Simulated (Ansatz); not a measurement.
A structure relaxed at PBE0-D4/def2-TZVP, charge 0, multiplicity 1:

| atom | x (Å) | y (Å) | z (Å) |
| --- | --- | --- | --- |
| F1 | -1.6666 | 1.2067 | 1.2224 |
| C2 | -0.8562 | 1.5608 | 0.1732 |
| C3 | 0.2594 | 0.5521 | 0.0461 |
| F4 | 1.1717 | 1.0464 | -0.8497 |
| O5 | -0.2694 | -0.6371 | -0.4169 |
| C6 | 0.4678 | -1.7656 | -0.1884 |
| F7 | -0.3790 | -2.7967 | -0.1829 |
| F8 | 1.3497 | -1.9685 | -1.1838 |
| H9 | -0.4294 | 2.5474 | 0.3666 |
| H10 | -1.4431 | 1.5771 | -0.7485 |
| H11 | 0.7798 | 0.4031 | 1.0009 |
| H12 | 1.0154 | -1.7257 | 0.7610 |

(1) Give its formula and SMILES.

(2) Summarise the bond lengths by kind.

Answers

(1) C3H4F4O, `FCC(F)OC(F)F`.

(2) 4 × C–F 1.334 to 1.372 Å; 1 × C–C 1.509 Å; 4 × C–H 1.092 to 1.098 Å; 2 × C–O 1.367 to 1.381 Å.

Computed with Ansatz.
